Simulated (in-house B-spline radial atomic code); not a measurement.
Configurations of Pr²⁺, with energies counted from [Xe] (4f5/2)3. All numbers are computed (Dirac-Hartree-Fock, average of each configuration as written; Fermi nucleus of rms radius 4.8919 fm) with an all-electron radial atomic-structure program (B-spline basis), not measured. Energies include first-order Breit, QED and recoil terms.

Occupations are held fixed; configurations that lie above the ionisation limit could autoionise.

| configuration | E - E(ref) (eV) | highest orbital | its <r> (bohr) |
| --- | --- | --- | --- |
| [Xe] (4f5/2)1 (4f7/2)2 | 1.3669 | 4f7/2 | 1.088 |
| [Xe] (4f5/2)1 (4f7/2)1 9s1 | 15.538 | 9s1/2 | 16.5 |
| [Xe] (4f7/2)2 (9p1/2)1 | 15.954 | 9p1/2 | 18.1 |
| [Xe] (4f5/2)1 (4f7/2)1 (7g7/2)1 | 16.764 | 7g7/2 | 21.12 |
| [Kr] 4d10 (4f5/2)2 (4f7/2)1 5s2 (5p1/2)2 (5p3/2)3 6s1 | 21.665 | 6s1/2 | 3.751 |
| [Kr] (4d3/2)3 (4d5/2)6 (4f7/2)3 5s2 5p6 (5g9/2)1 | 129.66 | 5g9/2 | 9.147 |

(1) Order these further configurations by energy, lowest first.
A. [Xe] (4f5/2)1 (4f7/2)1 (6d5/2)1
B. [Kr] 4d10 (4f7/2)3 5s2 (5p1/2)2 (5p3/2)3 (7d5/2)1
C. [Kr] 4d10 (4f7/2)3 5s2 (5p1/2)1 (5p3/2)4 9s1
D. [Xe] (4f7/2)3
E. [Xe] (4f5/2)2 (4f7/2)1

(2) How far above the reference does [Kr] 4d10 (4f5/2)3 5s2 (5p1/2)2 (5p3/2)3 (9p1/2)1 lie?

(3) How far above the reference does [Xe] (4f7/2)2 (5f5/2)1 lie?

## Answers

(1) E (0.99315 eV), D (1.1194 eV), A (10.522 eV), B (33.65 eV), C (37.702 eV).

(2) 34.166 eV; its least bound orbital is 9p1/2 with <r> = 18.18 bohr.

(3) 11.867 eV; its least bound orbital is 5f5/2 with <r> = 6.224 bohr.
